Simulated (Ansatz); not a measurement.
A run on C$_{3}$H$_{5}$AlO with other settings.

```yaml
crystal:
  periodic: [false, false, false]
  atoms:
    - {symbol: C, position_ang: [-1.395349, -0.559042, 0.204457]}
    - {symbol: C, position_ang: [-0.048446, -0.079026, 0.058545]}
    - {symbol: C, position_ang: [1.000292, 0.016584, 0.798500]}
    - {symbol: Al, position_ang: [1.762238, 0.826720, -0.611001]}
    - {symbol: O, position_ang: [0.233293, 0.363348, -1.243061]}
    - {symbol: H, position_ang: [-2.137390, 0.179330, 0.171159]}
    - {symbol: H, position_ang: [-1.540022, -1.022081, 1.300709]}
    - {symbol: H, position_ang: [-1.526859, -1.262142, -0.515026]}
    - {symbol: H, position_ang: [0.986502, -0.344642, 1.871604]}
    - {symbol: H, position_ang: [3.021698, 1.843703, -1.404955]}
basis:
  gaussian: {orbitals: cc-pVTZ}
total_charge: -1
magnetization: {spin_polarized: true, initial_magnetization: 1}
hamiltonian: {xc: {name: PBE-QIDH}}
```

```sh
$ ansatz run in.yaml --threads 2 --pin off --events-out ev --progress --plain --max-ram 4352MiB
```

Output, abridged:

```
Functional definition: PBE-QIDH
1305 factors; integrals over basis functions are off by at most 1.1e-3 eV
mean field evaluation 1: about -11812.7346 eV, gradient 2.4e1 eV
mean field evaluation 2: about -11812.7416 eV, gradient 2.4e1 eV
mean field evaluation 4: about -11815.9052 eV, gradient 2.8e0 eV
mean field evaluation 8: about -11816.1293 eV, gradient 4.3e-1 eV
mean field evaluation 16: about -11816.1542 eV, gradient 2.1e-2 eV
mean field evaluation 32: about -11816.1542 eV, gradient 4.0e-6 eV
mean field -11816.15418921 eV, -434.2356571765 hartree, gradient 4.0e-6 eV, S^2 0.776373; 2 other end points of the search recorded, 0 dependent functions left out
9 core orbitals not correlated: weight in the atoms' cores, before any rotation towards them, 1.000 or more for the frozen orbitals, at most 0.000 for the correlated occupied ones
reference -11816.15420455 eV, -434.2356577402 hartree; 14, 13 occupied and 201, 202 virtual orbitals, 1305 factors
second order -25.00330886 eV of doubles, -0.00000000 eV of singles
Total energy: -11824.48864084 eV, -434.5419426245 hartree
```

Hardware: 2 threads of an AMD EPYC 7B13 on a shared host. Wall time 14 s, peak host memory 0.65 GiB.
